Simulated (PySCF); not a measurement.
SMILES [Cl][Ge]([SiH2]F)([Cl])[Cl] (PBE0/def2-SVP optimised geometry):

```
8

Si    -0.456    -0.278     0.000
F     -0.998    -1.093    -1.294
Ge    -1.206    -1.404     1.966
Cl    -3.344    -1.402     2.176
Cl    -0.543    -3.445     2.076
Cl    -0.381    -0.353     3.659
H     -1.030     1.093     0.000
H      1.030    -0.278     0.000
```

Method: PBE0/def2-TZVP run with PySCF 2.14.0.

Task: What are the frontier orbital energies and the dipole moment?

Result: HOMO-2 -9.52 eV, HOMO-1 -9.30 eV, HOMO -8.79 eV, LUMO -1.69 eV, LUMO+1 -1.48 eV; dipole moment 2.34 D.

On the same geometry PySCF with PBE/def2-TZVP gives HOMO-2 -8.08 eV, HOMO-1 -7.85 eV, HOMO -7.54 eV, LUMO -2.57 eV, LUMO+1 -2.36 eV; dipole moment 2.24 D.

Meta-Löwdin charges at PBE0/def2-TZVP: Si1 0.75, F2 -0.49, Ge3 0.71, Cl4 -0.27, Cl5 -0.27, Cl6 -0.28, H7 -0.07, H8 -0.07.
